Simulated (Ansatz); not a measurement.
Calculated with Ansatz (gas phase, PBE0-D4/def2-TZVP geometries, no zero-point term in ΔE). CBS: MP2 limit from def2 TZ/QZ plus the TZ coupled-cluster correction, frozen cores. Functionals use def2-TZVPP. B3LYP here is the variant with VWN-RPA as its local correlation; programs differ in this. Each species was taken in one conformer, which may not be the lowest.

Consider the substitution at a C–Si bond: `C=C[SiH](O)[SiH2]O` + `[SiH3]S` → `C=CS[SiH3]` + `O[SiH2][SiH2]O`.

`C=C[SiH](O)[SiH2]O`:

Cartesian coordinates in Å:
```
C -0.576 -0.454 -2.063
C 0.301 -1.139 -1.334
Si 0.896 -0.586 0.333
O 0.915 -1.920 1.319
Si -0.527 1.046 1.250
O -0.608 2.315 0.184
H -1.018 0.474 -1.711
H -0.885 -0.784 -3.051
H 0.712 -2.060 -1.745
H 2.287 -0.046 0.234
H 1.527 -1.909 2.055
H -0.010 1.501 2.578
H -1.887 0.484 1.506
H -1.125 3.078 0.446
```

`[SiH3]S`:

```xyz
6

Si    0.103    0.147   -0.496
S    -0.313   -1.204    1.106
H    -1.003    1.118   -0.695
H     0.240   -0.715   -1.694
H     1.363    0.898   -0.265
H    -0.391   -0.244    2.044
```

`C=CS[SiH3]`:

Cartesian coordinates in Å:
```
C 1.831 0.048 1.266
C 0.676 0.341 0.686
S 0.491 0.495 -1.059
Si -1.512 -0.216 -1.259
H 2.723 -0.173 0.691
H 1.912 0.035 2.347
H -0.207 0.561 1.281
H -1.904 0.072 -2.659
H -2.393 0.510 -0.306
H -1.617 -1.673 -0.988
```

`O[SiH2][SiH2]O`:

Z-matrix (Å, degrees):
```
Si
Si 1 2.355
O 1 1.666 2 99.0
H 1 1.492 2 114.6 3 -117.8
H 1 1.492 2 114.8 3 118.1
O 2 1.652 1 104.4 3 4.7
H 2 1.489 1 112.0 3 -115.1
H 2 1.488 1 112.5 3 123.9
H 3 0.958 1 118.7 2 -179.1
H 6 0.962 2 113.9 1 -4.7
```

(1) Is it downhill or uphill in electronic energy at CCSD(T)/CBS, and by how much? (An estimate is asked.)

(2) What do these levels give: PBE-D4, PBE0-D4, ωB97M-V, B2PLYP, B3LYP, HF/def2-TZVPP, MP2/def2-TZVPP, SCS-MP2/def2-TZVPP, MP2/def2-QZVPP, SCS-MP2/def2-QZVPP, MP2/CBS(def2), CCSD/CBS(def2)? (An estimate is asked.)

Largest T1 diagnostic among the species: 0.012.

## Answers

(1) The calculation gave: Uphill: ΔE = +10.6 kcal/mol.

(2) Ansatz gave: PBE-D4 8.4, PBE0-D4 9.5, ωB97M-V 10.6, B2PLYP 9.8, B3LYP 9.4, HF/def2-TZVPP 11.8, MP2/def2-TZVPP 10.2, SCS-MP2/def2-TZVPP 10.2, MP2/def2-QZVPP 10.0, SCS-MP2/def2-QZVPP 10.1, MP2/CBS(def2) 9.8, CCSD/CBS(def2) 11.1 kcal/mol.

In def2-TZVPP, CCSD(T) changes the Hartree–Fock value by −0.8 kcal/mol (the triples alone add −0.5 kcal/mol) and MP2 by −1.6 kcal/mol. From PBE to PBE0 (25 % exact exchange), in def2-TZVPP and without D4, ΔE moves by +1.1 kcal/mol.
